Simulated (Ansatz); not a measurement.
HfS₂, relaxed as a singlet with RKS PBE0-D4/def2-TZVP in Ansatz, starting from the GFN1-xTB geometry. Force threshold 0.02 eV/Å.

In the def2 sets Hf takes a core potential; there is no spin–orbit coupling. The restricted singlet is unstable towards broken spin symmetry in Hartree–Fock (as tested in another run); at PBE0-D4/def2-TZVP this wasn't settled. Another isomer (singlet) lies 1.38 eV lower at PBE0-D4/def2-TZVP; other spin states weren't run for this one.

Start:

```csv
atom,x (Å),y (Å),z (Å)
Hf1,-1.139,0.207,0.845
S2,1.013,-0.888,0.195
S3,0.127,0.680,-1.040
```

| step | energy (eV) | largest force component (eV/Å) | SCF passes |
| --- | --- | --- | --- |
| 1 | -22969.8004 | 1.744 | 21 |
| 2 | -22969.9496 | 0.905 | 29 |
| 3 | -22969.9780 | 0.141 | 30 |
| 4 | -22969.9790 | 0.028 | 27 |
| 5 | -22969.9790 | 0.001 | 26 |

Force components are those of the run's own axes.

End:

```xyz
3

Hf   -1.104    0.163    0.869
S     0.931   -0.821    0.186
S     0.173    0.657   -1.055
```

By distances, no bond broke or formed. The bond that changes most is Hf1–S2, from 2.50 to 2.36 Å (atoms count from 1).

No frequencies were taken in this run, so the end may be a saddle point.

It took 2.3 s on 4 threads of AMD EPYC 9R45 on a shared host.
